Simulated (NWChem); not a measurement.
System: MgSiH3Br; SMILES [SiH3][Mg][Br]

The following NWChem deck was run.

```
start job
memory heap 200 mb stack 900 mb global 1100 mb
geometry units angstroms noautosym nocenter noautoz
  Mg     0.084489    -0.413686     0.000056
  Br     0.519266     1.918496     0.000834
  Si    -0.380876    -2.939077    -0.000727
  H     -1.025833    -3.399131    -1.286544
  H     -1.307654    -3.348547     1.119274
  H      0.883913    -3.748017     0.164570
end
basis spherical
  * library 6-31g*
end
dft
  xc r2scan
  iterations 150
  vectors input atomic output neutral.movecs
end
task dft energy
charge 1
dft
  odft
  mult 2
  vectors input atomic output cation.movecs
end
task dft energy
```

Parts of the log:

```
             Northwest Computational Chemistry Package (NWChem) 7.3.0
             --------------------------------------------------------

                             Geometry "geometry" -> ""
                             -------------------------

 Output coordinates in angstroms (scale by  1.889725989 to convert to a.u.)

  No.       Tag          Charge          X              Y              Z
 ---- ---------------- ---------- -------------- -------------- --------------
    1 Mg                  12.0000     0.08448900    -0.41368600     0.00005600
    2 Br                  35.0000     0.51926600     1.91849600     0.00083400
    3 Si                  14.0000    -0.38087600    -2.93907700    -0.00072700
    4 H                    1.0000    -1.02583300    -3.39913100    -1.28654400
    5 H                    1.0000    -1.30765400    -3.34854700     1.11927400
    6 H                    1.0000     0.88391300    -3.74801700     0.16457000

 Effective nuclear repulsion energy (a.u.)     211.4843616916

                                 NWChem DFT Module
                                 -----------------

 Summary of "ao basis" -> "ao basis" (spherical)
 ------------------------------------------------------------------------------
       Tag                 Description            Shells   Functions and Types
 ---------------- ------------------------------  ------  ---------------------
 Mg                          6-31g*                  8       18   4s3p1d
 Br                          6-31g*                 12       32   5s4p3d
 Si                          6-31g*                  8       18   4s3p1d
 H                           6-31g*                  2        2   2s

            General Information
            -------------------
          SCF calculation type: DFT
          Wavefunction type:  closed shell.
          No. of atoms     :     6
          No. of electrons :    64
           Alpha electrons :    32
            Beta electrons :    32
          Charge           :     0
          Spin multiplicity:     1
          Use of symmetry is: off; symmetry adaption is: off
          Maximum number of iterations: 150
          AO basis - number of functions:    74
                     number of shells:    34
          Convergence on energy requested:  1.00D-06
          Convergence on density requested:  1.00D-05
          Convergence on gradient requested:  5.00D-04

              XC Information
              --------------
                      r^2SCAN Method XC Functional
               r^2SCAN metaGGA Exchange Functional  1.000
                     r^2SCAN Correlation Potential  1.000

             Grid Information
             ----------------
          Grid used for XC integration:  medium
          Radial quadrature: Mura-Knowles
          Angular quadrature: Lebedev.
          Tag              B.-S. Rad. Rad. Pts. Rad. Cut. Ang. Pts.
          ---              ---------- --------- --------- ---------
          Mg                  1.50       88          10.0       590
          Br                  1.15      112          13.0       590
          Si                  1.10       88          13.0       590
          H                   0.35       45          14.0       434
          Grid pruning is: on
          Number of quadrature shells:   423
          Spatial weights used:  Erf1

      Superposition of Atomic Density Guess
      -------------------------------------

 Sum of atomic energies:       -3061.99450296

      Non-variational initial energy
      ------------------------------

 Total energy =   -3062.404242
 1-e energy   =   -4684.342893
 2-e energy   =    1410.454289
 HOMO         =      -0.293618
 LUMO         =      -0.026910

   convergence    iter        energy       DeltaE   RMS-Dens  Diis-err
 ---------------- ----- ----------------- --------- --------- ---------
 d= 0,ls=0.0,diis     1  -3065.1332989663 -3.28D+03  1.51D-02  2.73D-01
 d= 0,ls=0.0,diis     2  -3065.1254016404  7.90D-03  9.47D-03  3.25D-01
 d= 0,ls=0.0,diis     3  -3065.1755890315 -5.02D-02  1.89D-03  1.38D-02
 d= 0,ls=0.0,diis     4  -3065.1774890175 -1.90D-03  5.40D-04  7.45D-04
 d= 0,ls=0.0,diis     5  -3065.1776530864 -1.64D-04  1.09D-04  4.81D-05
  Resetting Diis
 d= 0,ls=0.0,diis     6  -3065.1776627370 -9.65D-06  1.58D-05  9.37D-07
 d= 0,ls=0.0,diis     7  -3065.1776628616 -1.25D-07  1.14D-05  1.53D-07
 d= 0,ls=0.0,diis     8  -3065.1776628564  5.17D-09  6.33D-06  1.67D-07

         Total DFT energy =    -3065.177662856398
      One electron energy =    -4687.282794678597
           Coulomb energy =     1540.413252501784
    Exchange-Corr. energy =     -129.792482371213
 Nuclear repulsion energy =      211.484361691628

 Numeric. integr. density =       63.999991778539

                       DFT Final Molecular Orbital Analysis
                       ------------------------------------

 Vector   30  Occ=2.000000D+00  E=-2.623972D-01
              MO Center=  5.0D-01,  1.8D+00,  8.0D-04, r^2= 1.7D+00
   Bfn.  Coefficient  Atom+Function         Bfn.  Coefficient  Atom+Function
  ----- ------------  ---------------      ----- ------------  ---------------
    31      0.734295  2 Br pz                27     -0.332440  2 Br pz
    35      0.333593  2 Br pz                29     -0.136134  2 Br px
    23      0.099825  2 Br pz                 9      0.085546  1 Mg pz
    25      0.061632  2 Br px                33     -0.061846  2 Br px
    15      0.049664  1 Mg d -1               5     -0.037198  1 Mg pz

[...]
```

Level: r2SCAN/6-31G* (spherical d), vertical spin-unrestricted ions. All runs use the structure optimised with PBE-D3(BJ)/def2-SVP.
